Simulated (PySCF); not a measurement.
A single conformation, no relativistic terms, equivalent nuclei averaged, in vacuum. Coordinates at the GFN2-xTB level; PBE0/pcSseg-1 with gauge-including orbitals; PySCF.

Scale: TMS for 1H (σref 31.72) and 13C (σref 186.93) (reference shieldings calculated alike). Shifts are as computed. Against solution values, carbons near 30 ppm lie about +3 ppm off and those near 130 ppm about +5 ppm; carbons on Cl a further +6 ppm. Of 1211 compounds with measured shifts, 218 miss one by over three times the rms of a fit or turn the order of signals round; such compounds aren't used in these exercises. Carbons bonded to Cl come out too deshielded.

Question: Order these molecules by the shift of their most deshielded carbon, lowest δ first.
A. C=CC[SiH2]N(C)C
B. C/C=C(/[SiH3])N(C)C
C. Cl[C@H]1CO[Si@H](C2CC2)OC1

Answer: C (72.3 ppm, sp3 CH2 bonded to O), A (140.8 ppm, alkene CH), B (154.5 ppm, alkene carbon bearing nitrogen).

Question: Order these molecules by the shift of their most shielded carbon-bound hydrogen, lowest δ first.
A. Cl[C@H]1CO[Si@H](C2CC2)OC1
B. C/C=C(/[SiH3])N(C)C
C. P[Si](P)(Cl)CC(Cl)(Cl)Cl

Answer: A (-0.29 ppm, hydrogen on a three-membered-ring carbon), B (1.97 ppm, hydrogen on an allylic methyl carbon), C (2.73 ppm, hydrogen on an sp3 CH2 bonded to Si).

Question: How many 13C and 1H signals does each give (equivalence by symmetry and fast rotation, but not about amide C–N or C=N bonds)? `P[Si](P)(Cl)CC(Cl)(Cl)Cl`, `C=CC[SiH2]N(C)C`, `Cl[C@H]1CO[Si@H](C2CC2)OC1`, `C/C=C(/[SiH3])N(C)C`

Answer: P[Si](P)(Cl)CC(Cl)(Cl)Cl: 2 C, 2 H; C=CC[SiH2]N(C)C: 4 C, 6 H; Cl[C@H]1CO[Si@H](C2CC2)OC1: 4 C, 7 H; C/C=C(/[SiH3])N(C)C: 4 C, 4 H.
